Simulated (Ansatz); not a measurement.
Consider the substitution at a C–Mg bond: `C[CH](C)[Mg][NH2]` + `CC(C)[O][Cd][OH]` → `CC(C)[O][Cd][O]C(C)C` + `[NH2][MgH]`.

Isolated molecules relaxed with PBE0-D4/def2-TZVP in Ansatz; ΔE leaves out vibrations. CBS: MP2 limit from def2 TZ/QZ plus the TZ coupled-cluster correction, frozen cores. Functionals use def2-TZVPP. def2 core potentials past Kr. For Cd, Mg outer-core shells are correlated without core-valence functions, which leaves a few kJ/mol of doubt a bond. Each species was taken in one conformer, which may not be the lowest.

CCSD(T)/CBS gives +22.9 kJ/mol.

Task: Another level gave +0.6 kJ/mol. Which?
A. PBE/def2-TZVPP
B. r2SCAN-D4/def2-TZVPP
C. PBE0-D4/def2-TZVPP
D. LDA (SPW92)/def2-TZVPP

Result: D. LDA (SPW92) 0.6, PBE0-D4 11.0, r2SCAN-D4 5.1, PBE 20.9 kJ/mol.

Largest T1 diagnostic among the species: 0.016.

The D4 term adds −12.8 kJ/mol with B3LYP and −7.2 kJ/mol with PBE0; it sums over pairs of atoms, weighted by their polarisabilities, and B3LYP, whose exchange is more repulsive, gets the larger term. In def2-TZVPP, CCSD(T) changes the Hartree–Fock value by +8.8 kJ/mol (the triples alone add −1.6 kJ/mol) and MP2 by +18.2 kJ/mol. From BLYP to BHLYP (50 % exact exchange), in def2-TZVPP and without D4, ΔE moves by −11.5 kJ/mol.

B3LYP here is the variant with VWN-RPA as its local correlation; programs differ in this.
